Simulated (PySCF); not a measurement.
Z-matrix (Å, degrees):
```
Hf
H 1 1.8469
H 1 1.8469 2 109.47
H 1 1.8469 2 109.47 3 -120.00
H 1 1.8469 2 109.47 3 120.00
```
Charge 0, spin multiplicity 1.

What is the computed total energy, HOMO, charge on the central atom (Mulliken), dipole moment, HOMO–LUMO gap and LUMO (PySCF with TPSSh-D3(BJ)/def2-TZVP // r2SCAN-D4/def2-SVP)?


| Property | Value |
|---|---|
| total energy | -1369.73 eV |
| HOMO | -7.89 eV |
| charge on the central atom (Mulliken) | 0.84 e |
| dipole moment | 0.00 D |
| HOMO–LUMO gap | 5.42 eV |
| LUMO | -2.47 eV |
